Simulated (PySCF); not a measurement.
**Mayer bond orders and bond lengths**

C5H10F2SSi.
Numbering: `[CH2:1]=[C:2]([CH3:3])[Si@@H:4]([SH:5])[C:6]([CH3:7])([F:8])[F:9]` (hydrogens: H10, H11 on C1; H12, H13, H14 on C3; H15 on Si4; H16 on S5; H17, H18, H19 on C7)

Geometry (GFN2-xTB, Å), atoms numbered from 1 in this order:
```
atom  x, y, z in Å
C1    -1.9125    0.0749    1.2233
C2    -1.5826   -0.0452   -0.0584
C3    -2.6137   -0.0009   -1.1481
Si4    0.1956   -0.2529   -0.6462
S5     0.7703    1.3698   -1.9474
C6     1.4469   -0.2307    0.8406
C7     2.9043   -0.4032    0.4691
F8     1.2957    0.9468    1.5417
F9     1.0950   -1.2027    1.7446
H10   -2.9382    0.2086    1.5311
H11   -1.1856    0.0420    2.0156
H12   -2.6296   -0.9474   -1.6862
H13   -2.3689    0.7784   -1.8678
H14   -3.6044    0.1898   -0.7428
H15    0.4639   -1.4615   -1.4179
H16    0.8907    2.2819   -0.9928
H17    3.5251   -0.3581    1.3621
H18    3.0373   -1.3672   -0.0129
H19    3.2009    0.3869   -0.2151
```

Bond orders from the PBE0/pcSseg-1 density (PySCF). Geometry: GFN2-xTB, one conformer, isolated molecule.

Problem. Where do the orders between heavy atoms depart from those drawn in the SMILES?

Solution. The largest departure is 0.203, at Si4–C6 (drawn single, 0.797). Drawn single, order below 0.88: C2–Si4 (0.864), Si4–C6 (0.797) and C6–F8 (0.864).

Problem. Set the Mayer orders of the bonds beside their lengths.

Solution. 
```json
{"bond": "C1–C2", "drawn as": "double", "length (Å)": "1.329", "Mayer order": "1.971"}
{"bond": "C2–C3", "drawn as": "single", "length (Å)": "1.501", "Mayer order": "1.048"}
{"bond": "C2–Si4", "drawn as": "single", "length (Å)": "1.884", "Mayer order": "0.864"}
{"bond": "Si4–S5", "drawn as": "single", "length (Å)": "2.158", "Mayer order": "1.035"}
{"bond": "Si4–C6", "drawn as": "single", "length (Å)": "1.943", "Mayer order": "0.797"}
{"bond": "C6–C7", "drawn as": "single", "length (Å)": "1.514", "Mayer order": "1.037"}
{"bond": "C6–F8", "drawn as": "single", "length (Å)": "1.379", "Mayer order": "0.864"}
{"bond": "C6–F9", "drawn as": "single", "length (Å)": "1.373", "Mayer order": "0.880"}
{"bond": "C1–H10", "drawn as": "single", "length (Å)": "1.079", "Mayer order": "0.946"}
{"bond": "C1–H11", "drawn as": "single", "length (Å)": "1.076", "Mayer order": "0.939"}
{"bond": "C3–H12", "drawn as": "single", "length (Å)": "1.089", "Mayer order": "0.949"}
{"bond": "C3–H13", "drawn as": "single", "length (Å)": "1.089", "Mayer order": "0.945"}
{"bond": "C3–H14", "drawn as": "single", "length (Å)": "1.087", "Mayer order": "0.963"}
{"bond": "Si4–H15", "drawn as": "single", "length (Å)": "1.459", "Mayer order": "0.944"}
{"bond": "S5–H16", "drawn as": "single", "length (Å)": "1.326", "Mayer order": "0.916"}
{"bond": "C7–H17", "drawn as": "single", "length (Å)": "1.088", "Mayer order": "0.947"}
{"bond": "C7–H18", "drawn as": "single", "length (Å)": "1.086", "Mayer order": "0.950"}
{"bond": "C7–H19", "drawn as": "single", "length (Å)": "1.086", "Mayer order": "0.945"}
```

By pair of heavy elements: C–C: lowest C6–C7 (1.037, 1.514 Å), highest C1–C2 (1.971, 1.329 Å). C–Si: lowest Si4–C6 (0.797, 1.943 Å), highest C2–Si4 (0.864, 1.884 Å). C–F: all 2 within 0.02 of one another (0.864 to 0.880).

Problem. Sum the orders of all bonds at each heavy atom with more than one neighbour and set the sums beside the valence in the SMILES.

Solution. C1 3.856 (drawn 4), C2 3.883 (drawn 4), C3 3.905 (drawn 4), Si4 3.640 (drawn 4), S5 1.951 (drawn 2), C6 3.578 (drawn 4), C7 3.879 (drawn 4). Orders between atoms that aren't bonded are not in these sums.

The Mayer order sums products of elements of PS (density times overlap matrix) between the two atoms' basis functions, so it depends on the basis set.
